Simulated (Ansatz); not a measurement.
Molecule: 1-methylsulfonylethyne, C$_{3}$H$_{4}$O$_{2}$S (charge 0, singlet). SMILES: C#CS(C)(=O)=O
Geometry: optimised at B3LYP-D3(BJ)/def2-TZVP (Ansatz, a program for electronic structure).

Wanted: vertical ionisation energy (to the doublet state of charge +1; each state is the SCF solution reached for its spin; for the doublet T1 is 0.063), in eV. Valence correlation only, unless marked. Open shells are spin-unrestricted. No spin-orbit coupling. No relativistic terms. 

| level | program | vertical ionisation energy (eV) |
|---|---|---|
| HF/aug-cc-pV(D+d)Z | Ansatz | 10.38 |
| HF/aug-cc-pV(Q+d)Z | Ansatz | 10.21 |
| SVWN5/def2-TZVPD | Ansatz | 10.72 |
| B3LYP/def2-TZVPD | Ansatz | 10.79 |
| PBE0/def2-TZVPD | Ansatz | 10.84 |
| BHLYP/def2-TZVPD | Ansatz | 11.06 |
| CAM-B3LYP/def2-TZVPD | Ansatz | 11.10 |
| wB97M-V/def2-TZVPD | Ansatz | 11.13 |
| B2PLYP/def2-TZVPD | Ansatz | 10.94 |
| MP2/aug-cc-pV(T+d)Z | Ansatz | 11.87 |
| SCS-MP2/aug-cc-pV(D+d)Z | Ansatz | 11.65 |
| CCSD/aug-cc-pV(D+d)Z | Ansatz | 11.18 |
| CCSD(T)/aug-cc-pV(D+d)Z | Ansatz | 11.07 |
| CCSD(T)/aug-cc-pV(T+d)Z | Ansatz | 11.24 |
